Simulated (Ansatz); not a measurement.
Species: sum formula H5BSiO6 (charge 0, singlet). SMILES: OB(O)O[Si](O)(O)O
Coordinates optimised at B3LYP-D3(BJ)/def2-TZVP (Ansatz, an electronic-structure program):
```xyz
13

O     -1.8848    -0.6501     0.9789
B     -1.7122     0.1975    -0.1062
O     -2.7374     0.8332    -0.7531
O     -0.4533     0.4007    -0.5600
Si     1.0429    -0.0491    -0.0345
O      0.9139    -1.4211     0.8315
O      2.0201    -0.2442    -1.3246
O      1.6967     1.1267     0.8835
H     -2.7837    -0.7704     1.2934
H     -3.6208     0.6663    -0.4171
H      0.0567    -1.5507     1.2545
H      1.7650    -0.8790    -1.9979
H      2.1011     1.8712     0.4318
```
Charge 0, spin multiplicity 1.

Atomisation energy built up term by term with Ansatz (kcal/mol; UHF references for open shells; valence terms freeze the core; atomic spin-orbit terms are left out). CBS marks a two-point X^-3 extrapolation of the correlation energy; Hartree-Fock from the larger set.

```tsv
term	basis	kcal/mol
Hartree-Fock	cc-pV(Q+d)Z	990.42
CCSD correlation	CBS(cc-pV(T+d)Z,cc-pV(Q+d)Z)	___
(T)	CBS(cc-pV(T+d)Z,cc-pV(Q+d)Z)	___
core correlation	cc-pwCVTZ	3.92
scalar relativity (X2C)	cc-pVTZ-DK against cc-pVTZ	-2.81
sum: De		___
```

Complete the blanks.


- CCSD correlation, kcal/mol: 385.96
- (T), kcal/mol: 27.40
- sum: De, kcal/mol: 1404.9
